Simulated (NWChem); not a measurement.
Everything below was run with NWChem. System: ethylenediamine (C2H8N2), charge 0, spin multiplicity 1, at a geometry optimised with B3LYP/def2-SVP. Level: RHF/def2-TZVP.

Input file:

```
start mol
memory heap 200 mb stack 900 mb global 1100 mb
geometry units angstroms nocenter noautoz
  N      0.279587    -1.850651    -0.051999
  C     -0.471300    -0.600841    -0.033320
  C      0.471300     0.600841    -0.033320
  N     -0.279587     1.850651    -0.051999
  H     -0.349953    -2.644912    -0.161785
  H      0.757912    -1.991851     0.839077
  H     -1.173178    -0.499181     0.827065
  H     -1.095242    -0.544461    -0.940445
  H      1.095242     0.544461    -0.940445
  H      1.173178     0.499181     0.827065
  H      0.349953     2.644912    -0.161785
  H     -0.757912     1.991851     0.839077
  symmetry group C2
end
basis spherical
  * library def2-tzvp
end
scf
  rhf
  nopen 0
  maxiter 100
  thresh 1e-7
  semidirect memsize 60000000 filesize 0
end
task scf energy
```

Output (cleaned and shortened):

```
             Northwest Computational Chemistry Package (NWChem) 7.3.0
             --------------------------------------------------------

                                NWChem Input Module
                                -------------------

 Scaling coordinates for geometry "geometry" by  1.889725989
 (inverse scale =  0.529177249)

 Turning off AUTOSYM since
 SYMMETRY directive was detected!

                             Geometry "geometry" -> ""
                             -------------------------

 Output coordinates in angstroms (scale by  1.889725989 to convert to a.u.)

  No.       Tag          Charge          X              Y              Z
 ---- ---------------- ---------- -------------- -------------- --------------
    1 N                    7.0000     0.27958700    -1.85065100    -0.05199900
    2 C                    6.0000    -0.47130000    -0.60084100    -0.03332000
    3 C                    6.0000     0.47130000     0.60084100    -0.03332000
    4 N                    7.0000    -0.27958700     1.85065100    -0.05199900
    5 H                    1.0000    -0.34995300    -2.64491200    -0.16178500
    6 H                    1.0000     0.75791200    -1.99185100     0.83907700
    7 H                    1.0000    -1.17317800    -0.49918100     0.82706500
    8 H                    1.0000    -1.09524200    -0.54446100    -0.94044500
    9 H                    1.0000     1.09524200     0.54446100    -0.94044500
   10 H                    1.0000     1.17317800     0.49918100     0.82706500
   11 H                    1.0000     0.34995300     2.64491200    -0.16178500
   12 H                    1.0000    -0.75791200     1.99185100     0.83907700

 Effective nuclear repulsion energy (a.u.)     131.6731628820

            Nuclear Dipole moment (a.u.)
            ----------------------------
        X                 Y               Z
 ---------------- ---------------- ----------------
     0.0000000000     0.0000000000    -0.0000037795

      Symmetry information
      --------------------

 Group name             C2
 Group number              4
 Group order               2
[...]
   Bfn.  Coefficient  Atom+Function         Bfn.  Coefficient  Atom+Function
  ----- ------------  ---------------      ----- ------------  ---------------
     5      1.566515   1 N  s                98     -1.566515   4 N  s
    36      1.257221   2 C  s                67     -1.257221   3 C  s
   127     -1.103630   5 H  s               163      1.103630  11 H  s
   133     -0.887308   6 H  s               169      0.887308  12 H  s
    44      0.405079   2 C  py               75      0.405079   3 C  py

 Vector   20  Occ=0.000000D+00  E= 1.791214D-01  Symmetry=b
              MO Center=  5.5D-15, -1.2D-16,  4.9D-01, r^2= 8.7D+00
   Bfn.  Coefficient  Atom+Function         Bfn.  Coefficient  Atom+Function
  ----- ------------  ---------------      ----- ------------  ---------------
    36      4.860956   2 C  s                67     -4.860956   3 C  s
   139     -1.639830   7 H  s               157      1.639830  10 H  s
   145     -1.506280   8 H  s               151      1.506280   9 H  s
   133      0.925344   6 H  s               169     -0.925344  12 H  s
     5     -0.861207   1 N  s                98      0.861207   4 N  s

------------------------------------------------------------
EAF file 0: "./mol.aoints.0" size=524288 bytes
------------------------------------------------------------
               write      read    awrite     aread      wait
               -----      ----    ------     -----      ----
     calls:        1        19         0         0         0
   data(b): 5.24e+05  9.96e+06  0.00e+00  0.00e+00
   time(s): 0.00e+00  0.00e+00  0.00e+00  0.00e+00  0.00e+00
rate(mb/s): 0.00e+00  0.00e+00
------------------------------------------------------------

 center of mass
 --------------
 x =   0.00000000 y =  -0.00000000 z =  -0.03521319

 moments of inertia (a.u.)
 ------------------
         473.148220423109          23.174444921528           0.000000000000
          23.174444921528          67.249852756725          -0.000000000000
           0.000000000000          -0.000000000000         506.723765190197

  Mulliken analysis of the total density
  --------------------------------------

    Atom       Charge   Shell Charges
 -----------   ------   -------------------------------------------------------
    1 N    7     7.57   0.82  1.16  0.52  0.85  0.20  1.48  1.74  0.76  0.01  0.04  0.00
    2 C    6     6.01   0.85  1.12  0.47  0.65  0.04  1.21  1.28  0.24  0.03  0.10  0.01
    3 C    6     6.01   0.85  1.12  0.47  0.65  0.04  1.21  1.28  0.24  0.03  0.10  0.01
    4 N    7     7.57   0.82  1.16  0.52  0.85  0.20  1.48  1.74  0.76  0.01  0.04  0.00
    5 H    1     0.78   0.26  0.42  0.06  0.04
    6 H    1     0.78   0.26  0.42  0.07  0.04
    7 H    1     0.95   0.27  0.52  0.14  0.02
    8 H    1     0.91   0.27  0.50  0.12  0.02
    9 H    1     0.91   0.27  0.50  0.12  0.02
   10 H    1     0.95   0.27  0.52  0.14  0.02
   11 H    1     0.78   0.26  0.42  0.06  0.04
   12 H    1     0.78   0.26  0.42  0.07  0.04

       Multipole analysis of the density wrt the origin
       ------------------------------------------------

     L   x y z        total         open         nuclear
     -   - - -        -----         ----         -------
     0   0 0 0     -0.000000      0.000000     34.000000

     1   1 0 0     -0.000000      0.000000      0.000000
     1   0 1 0      0.000000      0.000000      0.000000
     1   0 0 1      0.799134      0.000000     -0.000004

     2   2 0 0    -20.656463      0.000000     36.801416
     2   1 1 0      3.017704      0.000000     -9.463147
     2   1 0 1     -0.000000      0.000000      0.000000
     2   0 2 0    -17.401959      0.000000    268.894519
     2   0 1 1      0.000000      0.000000      0.000000
     2   0 0 2    -19.646941      0.000000     16.600353

 Task  times  cpu:       28.9s     wall:       28.9s

 Total times  cpu:       29.0s     wall:       29.0s
```
